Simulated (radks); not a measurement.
The numbers below are computed, except where a source is named.
Species: Pm+. Configuration: [Xe] 4f5 6s1 (the NIST ground configuration). Level of theory: Dirac Kohn-Sham, RPBE, spin-unpolarised, spherical densities, point nucleus; open shells are shared between the two j in proportion to 2j + 1 (a radial shooting solver on a logarithmic mesh with Libxc functionals).

Radial electron density D(r) = 4 pi r^2 rho(r):

```
   r/bohr * D(r) (the largest magnitude, 106, reaches the edge; | marks zero)
 0.001777 |    *
 0.002069 |     *
 0.002409 |      *
 0.002804 |        *
 0.003265 |          *
 0.003831 |             *
  0.00446 |                *
 0.005192 |                   *
 0.006045 |                       *
 0.007037 |                           *
 0.008192 |                               *
 0.009614 |                                   *
  0.01119 |                                      *
  0.01303 |                                        *
  0.01517 |                                          *
  0.01766 |                                         *
  0.02056 |                                        *
  0.02393 |                                       *
  0.02808 |                                     *
  0.03269 |                                     *
  0.03806 |                                      *
  0.04431 |                                          *
  0.05158 |                                               *
  0.06005 |                                                    *
  0.07047 |                                                      *
  0.08204 |                                                    *
  0.09551 |                                                *
   0.1112 |                                           *
   0.1294 |                                        *
   0.1507 |                                         *
   0.1768 |                                             *
   0.2059 |                                               *
   0.2397 |                                           *
    0.279 |                                 *
   0.3248 |                       *
   0.3781 |                  *
   0.4437 |                   *
   0.5166 |                     *
   0.6014 |                     *
   0.7001 |                 *
    0.815 |            *
   0.9488 |        *
    1.105 |     *
    1.296 |    *
    1.509 |   *
    1.757 |  *
    2.045 | *
    2.381 |*
    2.772 |*
    3.252 *
    3.786 *
    4.408 *
    5.132 *
    5.974 *
    6.955 *
    8.161 *
    9.501 *
    11.06 *
```

D(r) has 4 maxima, at r = 0.0162, 0.0716, 0.201, 0.555 bohr, and minima at 0.0314, 0.132, 0.400 bohr, inside which lie 2.02, 11.16, 29.14 electrons.
